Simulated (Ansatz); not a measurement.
`CBO[SiH2][SiH3]` + `NBCN` → `NB[SiH2][SiH3]` + `CBOCN`  (redistribution)

Computed with Ansatz on PBE0-D4/def2-TZVP structures; ΔE is electronic, products minus reactants. CBS: MP2 limit from def2 TZ/QZ plus the TZ coupled-cluster correction, frozen cores. DFT in def2-TZVPP. B3LYP here is the variant with VWN-RPA as its local correlation; programs differ in this. Each species was taken in one conformer, which may not be the lowest.

```tsv
level	ΔE (kJ/mol)	difference from CCSD(T)/CBS
PBE-D4	112.6	-22.9
r2SCAN-D4	127.5	-8.0
PBE0-D4	121.3	-14.2
B3LYP-D4	132.8	-2.7
ωB97X-V	129.0	-6.5
ωB97M-V	134.9	-0.6
B2PLYP	133.5	-2.0
PBE	109.9	-25.6
r2SCAN	126.8	-8.7
PBE0	118.9	-16.6
B3LYP	128.7	-6.8
HF/def2-TZVPP	147.6	12.1
MP2/def2-TZVPP	140.0	4.5
SCS-MP2/def2-TZVPP	139.4	3.9
CCSD/def2-TZVPP	134.2	-1.3
CCSD(T)/def2-TZVPP	130.3	-5.2
HF/def2-QZVPP	149.8	14.3
MP2/def2-QZVPP	143.7	8.2
SCS-MP2/def2-QZVPP	143.1	7.6
HF/CBS(def2)	150.1	14.6
MP2/CBS(def2)	145.2	9.7
CCSD/CBS(def2)	139.4	3.9
CCSD(T)/CBS	135.5	0
```

Largest T1 diagnostic among the species: 0.014.

In def2-TZVPP, CCSD(T) changes the Hartree–Fock value by −17.2 kJ/mol (the triples alone add −3.9 kJ/mol) and MP2 by −7.6 kJ/mol. From PBE to PBE0 (25 % exact exchange), in def2-TZVPP and without D4, ΔE moves by +9.0 kJ/mol.
